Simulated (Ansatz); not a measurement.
Cost and result for the atomization energy of BrFH4O2Si2 (`O[Si](F)(Br)O[SiH3]`) (10 atoms, 9 bonds).

```json
{"atom": "O1", "x (Å)": "0.7860", "y (Å)": "-1.8390", "z (Å)": "1.5631"}
{"atom": "Si2", "x (Å)": "-0.2911", "y (Å)": "-0.7686", "z (Å)": "1.0145"}
{"atom": "F3", "x (Å)": "-1.6866", "y (Å)": "-1.4696", "z (Å)": "0.7583"}
{"atom": "Br4", "x (Å)": "-0.5934", "y (Å)": "0.7349", "z (Å)": "2.5746"}
{"atom": "O5", "x (Å)": "0.1915", "y (Å)": "-0.1041", "z (Å)": "-0.3654"}
{"atom": "Si6", "x (Å)": "0.1003", "y (Å)": "1.1828", "z (Å)": "-1.3898"}
{"atom": "H7", "x (Å)": "1.2454", "y (Å)": "-2.3893", "z (Å)": "0.9261"}
{"atom": "H8", "x (Å)": "-1.2432", "y (Å)": "1.2267", "z (Å)": "-2.0163"}
{"atom": "H9", "x (Å)": "0.3508", "y (Å)": "2.4359", "z (Å)": "-0.6380"}
{"atom": "H10", "x (Å)": "1.1404", "y (Å)": "0.9903", "z (Å)": "-2.4270"}
```

Total charge 0; spin multiplicity 1. Correlated methods include outer-core shells of Br, which these sets cover unevenly. Scalar relativity is left out up to krypton. All single points use the PBE0-D4/def2-TZVP geometry. It is one conformer, not always the lowest. Program: Ansatz. All runs use 2 threads of an AMD EPYC 7R13 on a shared host and a share of an NVIDIA H100 80 GB. Times are those of one run each, without the atoms' runs, and a repeat can differ threefold. Electronic energies, without spin–orbit coupling; frozen cores. CCSD(T)/CBS adds CCSD(T) − MP2 in def2-TZVPP to the MP2 limit, and its time is that of the two runs behind it. T1 = 0.010. With those shells the extrapolation isn't a true limit. B3LYP takes the VWN-RPA correlation (the form of Gaussian; ORCA's B3LYP/G).

CCSD(T)/CBS is a level of theory with its own doubt, some kJ/mol a heavy atom from the limit and from the frozen cores, so smaller differences don't rank the functionals.

```
                             level  functions  wall time
                 B2PLYP/def2-TZVPP        281        3 s
r2SCAN-D4/def2-TZVPP (with forces)        281      4.3 s
  ωB97M-V/def2-TZVPP (with forces)        281      4.3 s
                PBE0-D4/def2-TZVPP        281      4.6 s
 B3LYP-D4/def2-TZVPP (with forces)        281      4.9 s
                ωB97X-V/def2-TZVPP        281        5 s
   PBE-D4/def2-TZVPP (with forces)        281        6 s
                CCSD(T)/def2-TZVPP        281      7.5 s
                    MP2/def2-QZVPP        520        8 s
                 CCSD(T)/CBS(def2)          –       16 s
```

**Question.** What atomization energy does each give, and how far from CCSD(T)/CBS? (An estimate is asked.)

**Answer.** The calculation gave: 
```tsv
level	atomization (kJ/mol)	difference from CCSD(T)/CBS	per bond
B2PLYP/def2-TZVPP	3744.9	-87.4	-9.7
r2SCAN-D4/def2-TZVPP (with forces)	3804.8	-27.5	-3.1
ωB97M-V/def2-TZVPP (with forces)	3802.5	-29.8	-3.3
PBE0-D4/def2-TZVPP	3735.0	-97.3	-10.8
B3LYP-D4/def2-TZVPP (with forces)	3763.3	-69.0	-7.7
ωB97X-V/def2-TZVPP	3809.9	-22.4	-2.5
PBE-D4/def2-TZVPP (with forces)	3799.4	-32.9	-3.7
CCSD(T)/def2-TZVPP	3702.6	-129.7	-14.4
MP2/def2-QZVPP	3896.3	64.0	7.1
CCSD(T)/CBS(def2)	3832.3	0.0	0.0
```

In def2-TZVPP, CCSD(T) changes the Hartree–Fock value by +908.8 kJ/mol (the triples alone add +54.9 kJ/mol) and MP2 by +1023.5 kJ/mol; breaking electron pairs costs correlation energy, which Hartree–Fock lacks. The D4 term adds +47.0 kJ/mol with B3LYP and +24.8 kJ/mol with PBE0; it sums over pairs of atoms, weighted by their polarisabilities, and B3LYP, whose exchange is more repulsive, gets the larger term. From PBE to PBE0 (25 % exact exchange), in def2-TZVPP and without D4, the atomization energy moves by −60.3 kJ/mol: exact exchange takes away binding that semilocal exchange gives to molecules.
